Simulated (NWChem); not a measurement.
System: AlAsH4; SMILES [AlH2][AsH2]

Input file for NWChem:

```
start job
memory heap 200 mb stack 900 mb global 1100 mb
geometry units angstroms noautoz
  Al     0.069813    -1.793717    -0.003812
  As     0.128256     0.635710     0.068576
  H     -0.667690     0.746310    -1.227585
  H      1.477962     0.677536    -0.640567
  H      1.367196    -2.625777     0.391700
  H     -1.296531    -2.538795    -0.335278
end
basis spherical
  Al library cc-pvqz
  As library cc-pvqz
  H library cc-pvqz
end
dft
  xc xpbe96 cpbe96
  iterations 150
  semidirect filesize 400000000
  mulliken
end
task dft energy
```

Structure relaxed at the PBE0/def2-SVP level.

What results follow from this input? (PBE/cc-pVQZ.) Quantities: basis functions; energy (Ha); highest occupied level (eV); orbital gap (eV); dipole (D).


```yaml
number_of_basis_functions: 247
energy (Ha): -2480.27
highest occupied level (eV): -6.17
orbital gap (eV): 3.68
dipole (D): 0.32
```
